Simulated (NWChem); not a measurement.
Species: RbF; SMILES [F][Rb]

```xyz
2

Rb     0.0000     0.0000    -0.4892
F      0.0000     0.0000     1.8285
```
Atoms are numbered in this order, from 1.

Coordinates come from a PBE-D3(BJ)/def2-SVP optimisation. def2 effective core potentials on Rb; no spin-orbit coupling.

Q: List the 4 lowest vertical singlet excitations from PBE/def2-SVP with def2 effective core potentials on Rb, TDA (NWChem).

A: 
```json
[
 {"state": "S1", "energy (eV)": "2.32", "oscillator strength": "0.004", "leading excitation (squared amplitude)": "HOMO → LUMO (0.95)"},
 {"state": "S2", "energy (eV)": "2.32", "oscillator strength": "0.004", "leading excitation (squared amplitude)": "HOMO−1 → LUMO (0.95)"},
 {"state": "S3", "energy (eV)": "2.56", "oscillator strength": "0.064", "leading excitation (squared amplitude)": "HOMO−2 → LUMO (0.96)"},
 {"state": "S4", "energy (eV)": "3.61", "oscillator strength": "0.000", "leading excitation (squared amplitude)": "HOMO−1 → LUMO+2 (0.36)"}
]
```
